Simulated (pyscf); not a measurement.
Structures and frequencies: ωB97X-D3(BJ)/def2-SVP in PySCF. MP2 and CC: frozen core, UHF for open shells. ΔMP2 is the change of the MP2 total energy from the triple- to the quadruple-zeta basis.

SMILES: BrBr
```xyz
2

Br     0.1663     1.1502     0.7805
Br     1.3297     0.3662    -1.0275
```
Charge 0, spin multiplicity 1.

Q: What is the homolytic dissociation enthalpy (298 K, CCSD(T)/def2-TZVPP + ΔMP2(QZVPP)) of the Br–Br bond of Br–Br (SMILES BrBr), to Br• + Br•?

A: Br–Br to Br• + Br•: 51.6 kcal/mol. The CCSD(T) − MP2 part came from Ansatz, without density fitting, on the same reference. The frozen core leaves the outer d or s,p core shells of the metals and heavy elements correlated in the MP2 and CC values, and def2-TZVPP describes them poorly, which can shift differences by a few kcal/mol. Left out: the spin-orbit lowering of Br, which is large for Br, Se, Te and I. Elements up to Kr have no core potential and no relativistic terms here.
